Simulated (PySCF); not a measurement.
CH₆F₂OSi₂, SMILES OC([SiH2]F)[SiH2]F.

Geometry optimised at ωB97X-D3(BJ)/def2-SVP. This is a generated structure with no PubChem entry under its InChIKey; it may be hypothetical. One conformer was computed; it need not be the lowest.

These are SMD-B3LYP/def2-SVP (PySCF) values and carry that method's errors.

Solvation free energies are E(SMD) − E(gas) at the gas-phase geometry, for 1 M in both phases. In vacuum the dipole moment is 2.34 D.

```tsv
solvent	ΔG(solv) (kcal/mol)	its non-electrostatic (CDS) part	dipole (D)
water	?	?	?
benzene	-3.3	-0.7	2.54
1-octanol	-6.4	1.1	2.85
```

### Question
Fill in the missing entries. (Estimate from the structure and the level; the computed values follow.)

### Answer

- water, ΔG(solv) (kcal/mol): -4.5
- water, its non-electrostatic (CDS) part: 4.5
- water, dipole (D): 2.99
